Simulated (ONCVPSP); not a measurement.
**Transferability test, ONCV potential for lead (Pb)**

* Element: lead (Pb)
* Generator: ONCVPSP 4.0.1
* Type: optimised norm-conserving Vanderbilt (ONCV)
* Functional: Wu-Cohen
* Relativity: fully relativistic
* Frozen core: [Kr] 4d10 4f14
* Valence charge: 22
* Reference configuration: 5s2 5p6 5d10 6s1 6p3
* Partial waves: 5s+6s: rc 1.35 bohr, ncon 4, nbas 7, qcut 11.2 1/bohr, 2 projectors; 5p+6p: rc 1.30 bohr, ncon 4, nbas 7, qcut 9.4 1/bohr, 2 projectors; 5d: rc 2.10 bohr, ncon 5, nbas 10, qcut 7.9 1/bohr, 1 projector
* Local potential: polynomial inside 1.25 bohr (lpopt 5, dvloc0 1 Ha)
* Core correction: none

Open shells are filled in proportion to 2j + 1.

Energies are relative to the spin-unpolarised reference configuration 5s2 5p6 5d10 6s1 6p3; without spin polarisation the order of configurations can differ from experiment.

| valence configuration | charge | ΔE all-electron (eV) | error AE − PS (meV) |
| --- | --- | --- | --- |
| 5s2 5p6 5d10 6s2 6p1 | +1 | -1.893 | +0.5 |
| 5s1 5p6 5d10 6s2 6p2 | +1 | 143.018 | -119 |

Q: What are ΔE and the potential's error for 5s2 5p6 5d10 6s2 6p2?

A: ΔE = -8.608 eV all-electron; the error (AE − PS) is 0.0 meV.

Q: What are ΔE and the potential's error for 5s2 5p6 5d10 6s2 6p0?

A: ΔE = 11.717 eV all-electron; the error (AE − PS) is +1.1 meV.

Levels in the configuration 5s2 5p6 5d10 6s2 6p2:

| level | all-electron (eV) | pseudo (eV) |
| --- | --- | --- |
| 5s j=1/2 | -143.686 | -143.679 |
| 5p j=3/2 | -79.703 | -79.700 |
| 5p j=1/2 | -102.121 | -102.116 |
| 5d j=5/2 | -20.004 | -20.004 |
| 5d j=3/2 | -22.589 | -22.588 |
| 6s j=1/2 | -12.042 | -12.042 |
| 6p j=3/2 | -3.114 | -3.113 |
| 6p j=1/2 | -4.610 | -4.610 |
